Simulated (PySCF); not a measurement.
The vertical singlet excitations below were computed for one of the candidates. Method used: PySCF, TDDFT CAM-B3LYP/def2-SVPD, vertical, gas phase, core orbitals frozen in the response. Geometries: PBE0-D3(BJ)/def2-SVP, one conformer each.

```json
{"state": "S1", "E (eV)": "4.27", "f": "0.0031", "main configurations (H = HOMO, L = LUMO)": "H-2→L (39%), H→L (32%), H-2→L+2 (17%)"}
{"state": "S2", "E (eV)": "5.36", "f": "0.0018", "main configurations (H = HOMO, L = LUMO)": "H→L+1 (28%), H-1→L (19%), H-1→L+1 (16%)"}
{"state": "S3", "E (eV)": "5.95", "f": "0.049", "main configurations (H = HOMO, L = LUMO)": "H→L (29%), H→L+1 (20%), H-1→L (15%)"}
{"state": "S4", "E (eV)": "6.47", "f": "0.119", "main configurations (H = HOMO, L = LUMO)": "H-1→L+1 (27%), H→L+2 (23%), H-2→L (17%)"}
{"state": "S5", "E (eV)": "6.63", "f": "0.289", "main configurations (H = HOMO, L = LUMO)": "H-1→L (60%), H→L+1 (33%)"}
{"state": "S6", "E (eV)": "6.98", "f": "0.376", "main configurations (H = HOMO, L = LUMO)": "H→L+2 (41%), H-1→L+1 (30%)"}
{"state": "S7", "E (eV)": "7.12", "f": "0.107", "main configurations (H = HOMO, L = LUMO)": "H-1→L+2 (43%), H-2→L+1 (19%), H→L+1 (11%)"}
{"state": "S8", "E (eV)": "7.19", "f": "0.012", "main configurations (H = HOMO, L = LUMO)": "H→L+3 (83%)"}
{"state": "S9", "E (eV)": "7.32", "f": "0.167", "main configurations (H = HOMO, L = LUMO)": "H-2→L+1 (52%), H-1→L+3 (21%), H-1→L+2 (16%)"}
{"state": "S10", "E (eV)": "7.48", "f": "0.074", "main configurations (H = HOMO, L = LUMO)": "H-1→L+3 (54%), H-1→L+2 (20%), H-2→L+1 (8%)"}
```

Triplets computed (Tamm–Dancoff): 3.68, 4.05, 4.73, 4.75 eV.

Question: Which candidate is it?
A. `O=CCC1=CC=CC=C1`
B. `C=C/C=C/C(C)(C)C`
C. `Cc1ccc(C=O)cc1`

Answer: A. Its S1 lies at 4.27 eV; the nearest of the others has S1 at 3.93 eV. S1 is HOMO-2→LUMO (39%), HOMO→LUMO (32%), HOMO-2→LUMO+2 (17%). Löwdin shares by element: HOMO carbon 42% or more, oxygen 15% (atoms not listed hold the other 43%); LUMO carbon 40% or more, oxygen 20% (atoms not listed hold the other 40%). At the same level the other candidates give, for their lowest levels:
- `C=C/C=C/C(C)(C)C`: 5.76 eV (f 0.906); 6.51 eV (f 0.000); 6.72 eV (f 0.001); 7.04 eV (f 0.045); 7.18 eV (f 0.001); T1 3.19 eV; HOMO -7.70, LUMO 0.45 eV
- `Cc1ccc(C=O)cc1`: 3.93 eV (f 0.000); 4.99 eV (f 0.011); 5.22 eV (f 0.335); 6.35 eV (f 0.236); 6.62 eV (f 0.000); HOMO -8.62, LUMO -0.76 eV

Conformer computed: `[O:1]=[CH:2][CH2:3][c:4]1[cH:5][cH:6][cH:7][cH:8][cH:9]1`: O1–C2–C3–C4 -125°, C2–C3–C4–C5 -99°.
